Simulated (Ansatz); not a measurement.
C3H6SSi (`[SiH3]C1C=CS1`), relaxed with RKS PBE0-D4/def2-TZVP in the Gaussian-basis code of Ansatz from a PBE-D4/def2-SVP geometry. The force threshold is 0.005 eV/Å; the program also tests the step.

The species carries charge 0 and has multiplicity 1.

Start:

```xyz
11

Si    0.004    1.318    1.012
C     0.706   -0.007   -0.163
C    -0.031   -1.320   -0.149
C    -0.622   -1.253   -1.370
S     0.062    0.302   -1.903
H     0.581    2.667    0.678
H    -1.490    1.334    0.883
H     0.387    0.980    2.431
H     1.816   -0.057   -0.144
H    -0.089   -2.073    0.650
H    -1.326   -1.890   -1.925
```

Task: By how much does the energy fall, and how many steps does the optimiser take? (Best estimate.)

Result: Computed: 1.41 kcal/mol, in 6 steps, 1 of them rejected.

Task: Which bonds change most? (Estimate.)

Result: The calculation gave: C2–S5 from 1.881 to 1.848 Å; C4–S5 from 1.780 to 1.757 Å; Si1–C2 from 1.906 to 1.882 Å; C3–C4 from 1.358 to 1.338 Å.

Task: Give the relaxed structure. (Best estimate.)

Result: Ansatz gave: 
```xyz
11

Si    0.006    1.303    1.001
C     0.704   -0.001   -0.163
C    -0.031   -1.304   -0.153
C    -0.617   -1.240   -1.355
S     0.063    0.296   -1.870
H     0.572    2.637    0.670
H    -1.471    1.315    0.867
H     0.379    0.969    2.404
H     1.794   -0.060   -0.141
H    -0.087   -2.046    0.633
H    -1.313   -1.869   -1.893
```
